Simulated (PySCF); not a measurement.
Run record: geometry optimisation, `[H][Hf]([H])([H])[H]`.

Computed with PBE0-D3(BJ)/def2-SVP geometry optimisation, gas phase, def2 core potentials past Kr (PySCF 2.14.0). Start geometry: GFN2-xTB. The input is one job of a driver script: a line of settings, then coordinates in Å.

Input:
```
{"job": {"xc": "PBE0", "basis": "def2-SVP", "d3": "d3bj", "grid": 1, "maxiter": 30, "shake": 0.03, "kind": "geom"}, "charge": 0, "multiplicity": 1}
Hf     0.061300    -0.076490     0.012400
H     -0.006600    -0.031340     1.857130
H      1.692620     0.003320    -0.657090
H     -0.786310     1.532140    -0.612460
H     -0.886160    -1.538120    -0.662100
```

Problem. What does the run print?

Solution. 
```
step   0  E = -50.28086690  max force = 0.031836
step   1  E = -50.28355926  max force = 0.013077
step   2  E = -50.28435254  max force = 0.003216
step   3  E = -50.28445136  max force = 0.001770
step   4  E = -50.28447328  max force = 0.000326
step   5  E = -50.28447486  max force = 0.000078
optimisation converged
```

Energies in Eh; «max force» is the largest Cartesian gradient component in Eh/bohr.

Problem. How much energy does the optimisation release, in kcal/mol?

Solution. E(step 0) − E(last step) = 0.003608 Eh, which is 2.3 kcal/mol.

Problem. Give the first gradient maximum in eV/Å.

Solution. With 1 Eh/bohr = 51.422 eV/Å, 1.637 eV/Å.

In short: final energy -50.28447 Eh after 5 steps; dipole 0.00 D.

Problem. Where do the atoms end?

Solution. 0.060 Å rms from the input after alignment:
```
atom  x, y, z in Å
Hf1    0.0150   -0.0221   -0.0123
H2     0.0177   -0.0485    1.8313
H3     1.7527   -0.0394   -0.6297
H4    -0.8327    1.5050   -0.6041
H5    -0.8778   -1.5055   -0.6474
```

Problem. How long does this job take on one thread of an AMD EPYC 9B45, no GPU, shared host? And the peak memory of the process?

Solution. About 3.3 s, with 0.25 GiB resident at the peak, the Python interpreter and its libraries included.
Labels such as C1 count atoms from 1, the log's own numbers from 0.
